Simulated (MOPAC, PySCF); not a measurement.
Pair of molecules: C2H4 (SMILES C=C) (first 6 atoms) with H2Se (SMILES [SeH2]); geometry from B3LYP-D3(BJ)/def2-TZVP, rigid monomers moved along the line of their centres of mass till C1···Se7 is 3.23 Å.
(charge 0, multiplicity 1):
```csv
atom,x (Å),y (Å),z (Å)
C,-0.3035,0.6400,-0.0660
C,0.1092,-0.6154,0.0346
H,-1.3482,0.8867,-0.2121
H,0.3853,1.4733,-0.0029
H,1.1531,-0.8620,0.1842
H,-0.5804,-1.4488,-0.0249
Se,0.3212,0.4051,3.0912
H,-1.0473,-0.0574,2.8316
H,0.0763,0.4486,4.5437
```

Counterpoise-corrected where a basis set is named; no monomer relaxation. Rows marked so take none.

Rows in 3-21G, 6-31G* carry no dispersion term and start afresh at each structure (6-31G* with six Cartesian d functions); the Pople sets are all-electron and without relativity. MP2/6-31G* freezes PySCF's default core, which leaves 3d correlated. The state that PM3 reach isn't checked.

The values were computed with MOPAC for PM3 (differences of heats of formation); PySCF for 3-21G rows, 6-31G* rows. 

Problem. Give the interaction energy at the level HF/3-21G (no counterpoise).

Solution. 7 kJ/mol

Problem. What is the computed interaction energy (MP2/6-31G* (no counterpoise))?

Solution. -2 kJ/mol

Problem. Estimate the interaction energy that PM3 returns for this input.

Solution. -14 kJ/mol
